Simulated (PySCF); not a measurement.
**Basis and Hamiltonian dependence of the ionisation energy of Cs**

Cs [Xe] 6s1 (2S) → Cs⁺ [Xe] (1S). All values are computed (PySCF 2.14, energy differences of UHF-based or UKS calculations, no spin-orbit coupling). Values in eV.

```
                                                                 basis       Hamiltonian  functions    UHF  r2SCAN   PBE0  CCSD(T) (valence and next inner shell)
                  def2-SVP with the def2 core potential (46 electrons)               ECP         24  3.492     n/a    n/a                                     n/a
                 def2-TZVP with the def2 core potential (46 electrons)               ECP         29  3.492   3.784    n/a                                     n/a
               def2-TZVPPD with the def2 core potential (46 electrons)               ECP         39  3.491   3.786  3.900                                   3.800
                                                 Sapporo-DKH3-DZP-2012     spin-free X2C         41  3.478   3.765  3.887                                     n/a
                                                       aug-cc-pVDZ-X2C     spin-free X2C         54  3.480   3.765  3.883                                     n/a
               def2-QZVPPD with the def2 core potential (46 electrons)               ECP         62  3.491   3.787  3.903                                   3.850
                                                          ANO-RCC-VTZP     spin-free X2C         72  3.478   3.773  3.895                                   3.779
                                                       aug-cc-pVTZ-X2C     spin-free X2C         84  3.479   3.767  3.892                                     n/a
                                                          x2c-TZVPPall     spin-free X2C         85  3.475   3.771  3.890                                   3.838
        x2c-TZVPPall with one added diffuse shell each of s, p, d type     spin-free X2C         94  3.476   3.771  3.889                                   3.839
                                                     aug-cc-pwCVTZ-X2C     spin-free X2C        109  3.479   3.774  3.894                                   3.854
                                                       aug-cc-pVQZ-X2C     spin-free X2C        118  3.480   3.781  3.899                                     n/a
aug-cc-pwCVTZ-X2C with one added diffuse shell each of s, p, d, f type     spin-free X2C        125  3.479   3.774  3.894                                     n/a
                                                            dyall-av2z  non-relativistic        146  3.359     n/a    n/a                                     n/a
```

Frozen in the all-electron rows: valence: [Xe]; valence and next inner shell: [Kr] 4d10; with a core potential, the same shells as far as they lie outside it.

Non-relativistic rows lack the scalar-relativistic shift.

Reference for a calculation without spin-orbit coupling: 3.894 eV (measured, between term centres; NIST).
